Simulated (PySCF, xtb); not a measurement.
OSr, SMILES [O]=[Sr].

xtb with GFN2-xTB at its own geometry gives an orbital gap of 1.15 eV and a dipole moment of 7.10 D.

Geometry optimised at B3LYP-D3(BJ)/def2-TZVPD. The def2 effective core potentials stand for the cores of Sr; spin–orbit coupling is left out.

What does PySCF with r2SCAN/def2-TZVPD give? (An estimate is asked for; the answer gives what the named calculation found.)

gap 1.83 eV (levels -3.62 and -1.80 eV), dipole 8.49 D.
